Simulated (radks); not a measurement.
Values are calculated unless marked as measured or tabulated.
Problem. Orbital eigenvalues (eV) of neutral molybdenum, [Kr] 4d5 5s1, of relativity; Dirac values are averaged over j with weights 2j + 1. Spin-unpolarised spherical Kohn-Sham, BLYP, point nucleus unless stated (finite: rms radius 4.4091 fm), a radial shooting solver on a logarithmic mesh with Libxc functionals. A level marked "c x" has the speed of light scaled by that factor and shares open shells by 2j + 1; other Dirac levels either fill j = l - 1/2 first or share by 2j + 1.

shell       non-rel.
1s            -19329
2s           -2683.7
2p           -2472.2
3s           -454.64
3p           -373.36
3d           -224.32
4s           -60.639
4p           -37.578
4d           -3.8698
5s           -3.7643
5p (empty)   -1.0016

Give the values at the level "Dirac, c x 1.25".

Solution. 
shell       Dirac, c x 1.25  change of magnitude (%)
1s                   -19636                    +1.59
2s                  -2755.5                    +2.68
2p                  -2491.8                    +0.80
3s                  -467.99                    +2.94
3p                  -377.00                    +0.98
3d                  -222.06                    -1.01
4s                  -62.877                    +3.69
4p                  -38.079                    +1.33
4d                  -3.7185                    -3.91
5s                  -3.9421                    +4.72
5p (empty)          -1.0111                    +0.95
